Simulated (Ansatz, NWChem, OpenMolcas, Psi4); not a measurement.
Abstraction of Br: BH2Br + NO → BH2 + NBrO

Gas-phase species: BH2Br `BBr`, singlet; NO (nitric oxide), doublet; BH2 `[BH2]`, doublet; NBrO (nitrosyl bromide) `O=NBr`, singlet. A radical takes Br: the energy is the difference in strength between the B–Br bond broken and the N–Br bond made.

Shapes, held fixed at every level: PBE0-D4/def2-TZVP. Programs: Ansatz 0.2.0, NWChem 7.3.0, OpenMolcas 26.06, Psi4 1.11. A level may come from different programs for different species; with the same settings they agree closely. Electronic energies: no zero-point or thermal term.

```
                             level           kind  ΔE (kJ/mol)
                         HF/STO-3G   Hartree–Fock       +501.1
                          HF/3-21G   Hartree–Fock       +379.2
                       HF/def2-SVP   Hartree–Fock       +422.3
B3LYP/6-31G* (Cartesian functions)  global hybrid       +325.4
                     PBE0/def2-SVP  global hybrid       +343.6
```

PBE0/def2-SVP gives ΔE = +343.6 kJ/mol; the levels span +325.4 to +501.1. The median of the levels is +379.2. No measured value is set beside it here. Spin contamination: NO (⟨S²⟩ up to 0.91). Open shells run unrestricted. Relativity is left out for Br. PBE0/def2-SVP lies outside the range of the other correlated levels here, so it shouldn't be taken on trust. Rows in sets without polarisation functions are far from converged.
